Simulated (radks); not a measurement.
Values are calculated unless marked as measured or tabulated.
Q: Species: the germanium ion Ge+. Configuration: [Ar] 3d10 4s2 4p1. Level of theory: scalar-relativistic Kohn-Sham, r2SCAN, spin-polarised, spherical densities, finite nucleus; open shells are filled with parallel spins first; meta-GGA in the generalised Kohn-Sham scheme; Fermi nuclear charge, rms radius 4.0742 fm (a radial shooting solver on a logarithmic mesh with Libxc functionals). Some entries of the table are withheld. Estimate them.

orbital,occ.,eigenvalue (eV),<r> (bohr),r(max) (bohr)
1s up,1,-11001.29,0.04701,0.03073
1s down,1,-11001.23,0.04701,0.03073
2s down,1,-1393.023,0.2098,0.1759
2s up,1,-1393.021,0.2098,0.1759
2p up,3,-1216.450,0.1837,0.1413
2p down,3,-1216.416,0.1837,0.1413
3s up,1,-182.6501,0.6232,0.5417
3s down,1,-182.6127,0.6233,0.5418
3p up,3,(1),0.6465,0.5431
3p down,3,(2),0.6464,0.5432
3d up,5,-39.1139,0.7349,0.5061
3d down,5,-39.0132,0.7317,0.5060
4s up,1,-20.8224,(3),1.727
4s down,1,-19.5558,(4),1.712
4p up,1,-11.8253,2.516,(5)
4p down,0,-10.2506,2.432,(6)

A: 
(1) 3p up eigenvalue (eV): -127.9956
(2) 3p down eigenvalue (eV): -127.9501
(3) 4s up <r> (bohr): 2.051
(4) 4s down <r> (bohr): 2.025
(5) 4p up r(max) (bohr): 2.083
(6) 4p down r(max) (bohr): 2.039
